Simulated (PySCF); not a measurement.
# Effect of structural changes

Computed, not measured: TDDFT CAM-B3LYP/aug-cc-pVDZ excited states, vertical, gas phase (PySCF 2.14.0). Geometry: PBE0-D3(BJ)/def2-SVP.

Each molecule in one low-energy conformer.

How does the largest two-photon cross section among the few lowest singlets (linear parallel light, single beam, Lorentzian half width 0.1 eV, states within 0.08 eV summed) change along this series?
- FC(F)(F)c1ccncc1 (H on C replaced by CF3)
- CSc1ccncc1 (H on C replaced by SCH3)
- COc1ccncc1 (H on C replaced by OCH3)
- CCCc1ccncc1 (H on C replaced by nPr)
- O=Cc1ccncc1 (H on C replaced by CHO)


```tsv
molecule	S1 (eV)	f(S1)	largest σ (GM)	at photon λ (nm)
FC(F)(F)c1ccncc1	4.86	0.004	3.2	347
CSc1ccncc1	5.18	0.009	3.2	460
COc1ccncc1	5.37	0.001	2.2	369
CCCc1ccncc1	5.15	0.005	3.0	368
O=Cc1ccncc1	3.74	0.000	1.0	432
```
The largest two-photon cross section among the few lowest singlets (linear parallel light, single beam, Lorentzian half width 0.1 eV, states within 0.08 eV summed) is lowest for O=Cc1ccncc1 and highest for FC(F)(F)c1ccncc1.
